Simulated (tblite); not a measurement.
Problem. What does the GFN2-xTB structure of `C[Si@@H](P)[Si@H](P)O[SiH3]` look like in three dimensions?

Solution. 
```xyz
19
CH12OP2Si3 angstrom
C     -1.9426   -1.8424   -0.0867
Si    -1.3320   -0.0349   -0.1351
P     -2.8936    1.1786    0.9614
Si     0.6936    0.2407    0.9870
P      1.4446    2.3466    1.2575
O      1.7456   -0.5780    0.0564
Si     3.2074   -0.8716   -0.5878
H     -2.1366   -2.1548    0.9364
H     -1.1968   -2.5130   -0.5022
H     -2.8631   -1.9751   -0.6487
H     -1.2971    0.3667   -1.5640
H     -3.8352    1.1042   -0.0445
H     -2.4261    2.3990    0.5083
H      0.8106   -0.3655    2.3251
H      0.2682    2.7872    1.8399
H      1.0527    2.7862    0.0023
H      2.8810   -1.6272   -1.7939
H      3.9649   -1.6470    0.3905
H      3.8446    0.4096   -0.8791
```

Any rigid rotation of these coordinates is as good. Atoms count from 1 in this order. P5 (three-coordinate phosphorus) is pyramidal (angles 95.4°, 93.7° and 92.3°, sum 281.4°, 0.84 Å off the plane of its three neighbours). P3 (three-coordinate phosphorus) is pyramidal (angles 95.1°, 94.7° and 92.3°, sum 282.0°, 0.84 Å off the plane of its three neighbours). Si4 (oxygen-bound silicon) is distorted tetrahedral (angles from 103.1° to 117.3°). Si2 (SiH silicon) is distorted tetrahedral (angles from 106.0° to 114.3°).

Bonds between heavy atoms (Å): C1–Si2 1.908, Si2–P3 2.261, Si2–Si4 2.332, Si4–P5 2.252, Si4–O6 1.626, O6–Si7 1.624.

Computed geometry: GFN2-xTB, gas phase.

Point group: C1 (no symmetry element, even within 0.4 Å). Its lowest GFN2-xTB frequency is 13 cm⁻¹, too small to tell a flat minimum from a shallow saddle. One conformer, not necessarily the lowest (C1–Si2–P3–H -73° and -166°, C1–Si2–Si4–P5 -173°, Si2–Si4–P5–H 54° and -39°, Si2–Si4–O6–Si7 150°). 3 starts were optimised and ended at 0.00, 0.51 and 1.90 kcal/mol (GFN2-xTB); the lowest of these is shown.

The run took 11 s on one thread of an Intel Xeon at 2.50 GHz, shared host. This is the geometry optimisation.
